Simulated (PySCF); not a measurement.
# Dipole moment and polarisability of 2,3-difluoropyrazine

Compound: 2,3-difluoropyrazine, C4H2F2N2.
Structure used (GFN2-xTB), in Å, numbered top down from 1:
```
atom  x, y, z in Å
F1     2.3180   -1.2186    0.0153
C2     1.1341   -0.6151    0.0063
N3     0.0688   -1.3772    0.0160
C4    -1.1180   -0.7813    0.0079
C5    -1.2254    0.5993   -0.0106
N6    -0.1453    1.3717   -0.0218
C7     1.0252    0.7840   -0.0129
F8     2.1011    1.5638   -0.0230
H9    -1.9757   -1.4367    0.0178
H10   -2.1739    1.1148   -0.0173
```

Level: PBE0/def2-SVPD (PySCF), static field, nuclei fixed, core orbitals frozen in the response. The polarisability tensor in these axes (au):

```
x   76.78  1.03  0.00
y    1.03 63.66 -0.39
z    0.00 -0.39 35.04
```

Question: What are the eigenvalues, a third of the trace, and Δα (Δα² = ½Σ(αi − αj)² over the three pairs)?

Answer: Principal values 35.03, 63.58 and 76.86 au; mean 58.49 au = 8.67 Å³ = 9.64 × 10⁻⁴⁰ C²·m²/J; Δα = 37.02 au (63 % of the mean).

Question: What is the dipole moment, and where does it point?

Answer: (-2.57, -0.20, 0.00) D, 2.58 D in size, pointing from the negative to the positive side. Measured along this direction, the outermost atoms are F1 and F8 at the negative end and H9 and H10 at the positive end.

Question: Give the principal axes and the span of the nuclei along them.

Answer: Largest value along (1.00, 0.08, 0.00), where the nuclei span 4.30 Å; middle along (-0.08, 1.00, -0.01), 2.79 Å; least along (0.00, 0.01, 1.00), 0.00 Å. The response follows the extents in order.

Question: In a dilute gas of rigid molecules at 500 K, how does the orientational term μ²/3kT compare with the electronic polarisability?

Answer: In Gaussian units μ²/3kT = 32.08 Å³ against 8.67 Å³, a ratio of 3.70; the Debye molar polarisation (4π/3)N_A(α + μ²/3kT) is 102.8 cm³/mol, leaving out the vibrational part.

Question: In TDDFT the mean static polarisability is Σ f/ω² over all singlet excitations (ω in hartree). How much of it do the 8 lowest give? Their energies (eV) and oscillator strengths: 4.77, 0.0038; 5.29, 0.1182; 5.63, 0.0000; 5.87, 0.0000; 6.56, 0.1100; 6.86, 0.0001; 7.60, 0.0010; 7.78, 0.2558.

Answer: They add up to 8.28 au, 14.2 % of the 58.49 au; the largest single term is 3.13 au, from the state at 7.78 eV. Terms in order: 0.12, 3.12, 0.00, 0.00, 1.89, 0.00, 0.01, 3.13 au. Higher excitations give the rest. The strengths listed sum to 0.489.

Question: What depolarisation ratio follows for Rayleigh scattering of linearly polarised light, taking the static tensor?

Answer: ρ = 3Δα²/(45ᾱ² + 4Δα²) = 4111.0/(153964 + 5481.4) = 0.0258.

Geometry: GFN2-xTB; no solvent, vibrations or thermal averaging.

The run behind these numbers computed excited states as well. Hardware: x86-64 server, one thread, no GPU, shared host. Cost: 21 s of wall time.
